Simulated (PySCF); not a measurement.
# Steps of a relaxation of [Eu(H2O)3]2+

[Eu(H2O)3]2+ (singlet in the valence; each metal's 4f electrons, 7 of them, lie in its core potential, out of spins and levels; a saddle point, relaxed within its symmetry). PySCF 2.14.0, RKS BP86, Eu lcecp-0-SVP with ECP53, O def2-SVP, H def2-SVP; non-relativistic Hamiltonian with scalar-relativistic core potentials where named; density fitting; no spin-orbit coupling. Origin of the start: template. Columns: position (Å) and force (eV/Å). Energies are counted from the last step; some of the 6 steps are shown. Forces carry noise of the integration grid, about 0.01 to 0.03 eV/Å.

Run from Python with OMP_NUM_THREADS=2. Where DIIS fails, smearing, a level shift and second-order steps follow.
It took 23 s on 2 threads of Arm Neoverse V2 (shared host), from the converged density of the start.

```xyz
10
step 0  E = 0.161 eV
Eu    0.0000    0.0000    0.0000     0.00    0.00    0.00
O     2.6450    0.0000    0.0000    -1.42    0.00    0.00
H     3.2350    0.0000    0.7700     0.44    0.00    0.42
H     3.2350    0.0000   -0.7700     0.44    0.00   -0.42
O    -1.3225    2.2906    0.0000     0.71   -1.23    0.00
H    -1.6175    2.8016    0.7700    -0.22    0.38    0.42
H    -1.6175    2.8016   -0.7700    -0.22    0.38   -0.42
O    -1.3225   -2.2906    0.0000     0.71    1.23    0.00
H    -1.6175   -2.8016    0.7700    -0.22   -0.38    0.42
H    -1.6175   -2.8016   -0.7700    -0.22   -0.38   -0.42
```

```xyz
10
step 2  E = 0.036 eV
Eu    0.0000    0.0000    0.0000     0.00    0.00    0.00
O     2.5633    0.0000    0.0000     0.17    0.00    0.00
H     3.1857    0.0000    0.7703    -0.23    0.00   -0.16
H     3.1857    0.0000   -0.7703    -0.23    0.00    0.16
O    -1.2817    2.2199    0.0000    -0.08    0.14    0.00
H    -1.5929    2.7589    0.7703     0.12   -0.20   -0.16
H    -1.5929    2.7589   -0.7703     0.12   -0.20    0.16
O    -1.2816   -2.2199    0.0000    -0.08   -0.14    0.00
H    -1.5928   -2.7589    0.7703     0.12    0.20   -0.16
H    -1.5928   -2.7589   -0.7703     0.12    0.20    0.16
```

```xyz
10
step 3  E = 0.009 eV
Eu    0.0000    0.0000    0.0000     0.00    0.00    0.00
O     2.5137    0.0000    0.0000     0.35    0.00    0.00
H     3.1383    0.0000    0.7678    -0.22    0.00   -0.11
H     3.1383    0.0000   -0.7678    -0.22    0.00    0.11
O    -1.2569    2.1770    0.0000    -0.18    0.30    0.00
H    -1.5692    2.7179    0.7678     0.11   -0.19   -0.11
H    -1.5692    2.7179   -0.7678     0.11   -0.19    0.11
O    -1.2569   -2.1770    0.0000    -0.18   -0.30    0.00
H    -1.5692   -2.7179    0.7678     0.11    0.19   -0.11
H    -1.5692   -2.7179   -0.7678     0.11    0.19    0.11
```

Task: Where does the relaxation end?

Result: It converges at step 5 in D3h:
```xyz
10
step 5  E = 0
Eu    0.0000    0.0000    0.0000
O     2.4993    0.0000    0.0000
H     3.1118    0.0000    0.7706
H     3.1118    0.0000   -0.7706
O    -1.2497    2.1645    0.0000
H    -1.5559    2.6949    0.7706
H    -1.5559    2.6949   -0.7706
O    -1.2496   -2.1645    0.0000
H    -1.5559   -2.6949    0.7706
H    -1.5559   -2.6949   -0.7706
```

Task: How did the contacts change?

Result: 
```
     contact  start (Å)  end (Å)
Eu1–O2 (H2O)      2.645    2.499
Eu1–O5 (H2O)      2.645    2.499
Eu1–O8 (H2O)      2.645    2.499
```


An lcecp potential fixes the number of 4f electrons, so in runs with it no electron can move into or out of that shell.
